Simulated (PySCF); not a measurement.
C₄H₁₃AlN (SMILES CC[N](C)(C)->[AlH2]), doublet, geometry from GFN2-xTB (such geometries of metal compounds can be far from the true shape) (the spin is typed, not shown lowest). Base run: CCSD(T)/STO-3G run with PySCF.

The PySCF input:
```python
from pyscf import gto, scf, cc

mol = gto.Mole()
mol.atom = '''
    Al   -1.599791   -0.887867   -0.403623
    H    -1.145033   -2.395441   -0.098972
    H    -1.351714   -0.613147   -1.963992
    C    -0.348906    2.115420    0.520107
    C     0.557421    1.222029   -0.312168
    N     0.414483   -0.197467    0.007608
    C     1.307251   -0.969400   -0.843134
    C     0.711127   -0.483635    1.400746
    H    -1.350350    1.669130    0.541569
    H     0.013230    2.229289    1.538701
    H    -0.410016    3.101284    0.067290
    H     0.278561    1.326262   -1.364697
    H     1.606949    1.533920   -0.198858
    H     1.067903   -0.769902   -1.885783
    H     1.141490   -2.028757   -0.657230
    H     2.358588   -0.724200   -0.656733
    H     1.726354   -0.174940    1.673776
    H    -0.007122    0.020665    2.044832
    H     0.605699   -1.556104    1.560635
'''
mol.basis = 'sto-3g'
mol.charge = 0
mol.spin = 1
mol.verbose = 4
mol.build()

mf = scf.UHF(mol)
mf.kernel()

mycc = cc.CCSD(mf)
mycc.kernel()
et = mycc.ccsd_t()
print('E(CCSD(T)) = %.10f' % (mycc.e_tot + et))
```

Each row names what was changed in the base input (with any setting that the change needs).

| change | ΔE vs base (mEh) | MP2 correlation (Eh) | CC correlation without the perturbative part (Eh) | basis functions | core-seconds (rough) |
|---|---|---|---|---|---|
| base | 0.000 | -0.29619 | -0.38864 | 47 | 10 |
| cc.diis_space = 3 | 0.000 | -0.29619 | -0.38864 | 47 | 20 |
| cc.diis_space = 10 | 0.000 | -0.29619 | -0.38864 | 47 | 10 |
| cc.level_shift = 0.2 | 0.000 | -0.29619 | -0.38864 | 47 | 10 |
| cc.direct = True | 0.000 | -0.29619 | -0.38864 | 47 | 30 |
| frozen = 11 | 35.492 | -0.26638 | -0.35373 | 47 | 4 |
| cc.conv_tol = 1e-5 | 0.000 | -0.29619 | -0.38864 | 47 | 10 |
| method = mp2 | 95.904 | -0.29619 | - | 47 | 1 |
| frozen = 9 | 8.266 | -0.28763 | -0.38068 | 47 | 8 |
| method = cisd | 58.495 | - | - | 47 | 4 |

Open shells are given as the SCF converged; they aren't shown to be the lowest states, and a large step between rows can be another state.
